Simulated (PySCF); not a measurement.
# Exercise with solution: chemical shift, span and skew from a shielding tensor

Al(OMe)(PH2)2 (CH7AlOP2), SMILES [Al]([O]C)([PH2])[PH2]. Atoms are numbered in the order given.

```xyz
12

Al     0.0645    -0.0510     0.0919
O     -0.4189    -1.3192    -0.9270
C     -1.1840    -1.5624    -2.0584
H     -1.7097    -0.6601    -2.4258
H     -0.5529    -1.9373    -2.8834
H     -1.9482    -2.3325    -1.8527
P      1.5827    -0.6160     1.7587
H      0.8049    -1.7464     2.1598
H      0.9838     0.2676     2.7105
P     -0.5925     2.1386    -0.3873
H     -0.8820     2.4198     0.9845
H     -1.9321     1.7397    -0.6934
```

The structure is a stationary point at PBE0-D3(BJ)/def2-SVP. One conformer was computed; it need not be the lowest.

GIAO shieldings from KT2/pcSseg-1 (PySCF), non-relativistic, no solvent. The symmetric part of the tensor of C3 has the principal values 95.5, 103.8, 180.3 ppm. The same nucleus in TMS has σ = 185.1 ppm at this level (PySCF, at its B3LYP-D3(BJ)/def2-TZVP geometry).

Q: Work out the isotropic shielding, the ¹³C shift against TMS, the span and the skew.

A: 
σ(iso) = (σ11 + σ22 + σ33)/3 = 126.5 ppm. δ = σ(ref) − σ(iso) = 185.1 − (126.5) = 58.6 ppm.
Span Ω = σ33 − σ11 = 84.8 ppm. Skew κ = 3(σ(iso) − σ22)/Ω = 0.80. Tumbling in solution averages the tensor to δ; in a static solid the shielding alone would spread this spin-1/2 line over Ω.
